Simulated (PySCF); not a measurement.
B3LYP has the VWN-RPA correlation part, as in Gaussian. 

```xyz
6

N     -0.9638    -0.0125     0.0324
Al     0.7838     0.0102    -0.0264
F      1.6100     1.4284     0.0885
F      1.6368    -1.3863    -0.1976
H     -1.5413     0.8060     0.1355
H     -1.5255    -0.8457    -0.0324
```

Charge 0, multiplicity 1.

### Question
Give the Mulliken and meta-Löwdin atomic charges from B3LYP-D3(BJ)/def2-TZVP (PySCF).

### Answer

```
atom  Mulliken (e)  meta-Löwdin (e)
----  ------------  ---------------
N1           -0.62            -0.76
Al2           0.85             1.34
F3           -0.35            -0.54
F4           -0.35            -0.54
H5            0.23             0.25
H6            0.23             0.25
```
